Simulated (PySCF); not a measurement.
C3H, SMILES [C][C][CH+] (connectivity only; charge and spin as stated), charge +1, multiplicity 1. Atoms are numbered in the order given.

```xyz
4

H      0.0000     0.0000    -2.2248
C      0.0000     0.0000    -1.1417
C      0.0000     0.0000     0.0866
C      0.0000     0.0000     1.4259
```
Charge +1, spin multiplicity 1.

The structure is a stationary point at PBE0-D3(BJ)/def2-TZVP.

These are ωB97X/def2-TZVPD (PySCF) values and carry that method's errors.

The molecule is in vacuum.

```yaml
total_energy: -114.33307 hartree
point_group: C∞v
highest_occupied_level: -19.67 eV
lowest_empty_level: -9.55 eV
orbital_gap: 10.12 eV
dipole_moment_about_the_centre_of_nuclear_charge: 0.592 e·Å
mean_static_polarisability: 27.3 bohr³ (4.04 Å³)
polarisability_principal_values: 18.4, 18.4, 45.1 bohr³
```
